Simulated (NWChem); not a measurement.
System: SeI$_{2}$; SMILES I[Se]I

Here is an NWChem input.

```
start job
memory heap 200 mb stack 900 mb global 1100 mb
geometry units angstroms noautoz
  Se     0.000000     0.000000     1.169731
  I      1.995180     0.000000    -0.376584
  I     -1.995180     0.000000    -0.376584
end
basis spherical
  Se library def2-svp
  I library def2-svp
end
ecp
  I library def2-ecp
end
dft
  xc mn15-l
  iterations 150
  mulliken
end
task dft energy
```

The geometry was optimised at PBE0/def2-SVP. def2 effective core potentials on I; no spin-orbit coupling.

Question: Give the results of this calculation. (MN15-L/def2-SVP with def2 effective core potentials on I.) Quantities: energy (Ha); highest occupied level (eV); orbital gap (eV); dipole (D).

Answer: 
```json
{
 "energy (Ha)": "-2994.74",
 "highest occupied level (eV)": "-5.77",
 "orbital gap (eV)": "1.96",
 "dipole (D)": "0.26"
}
```
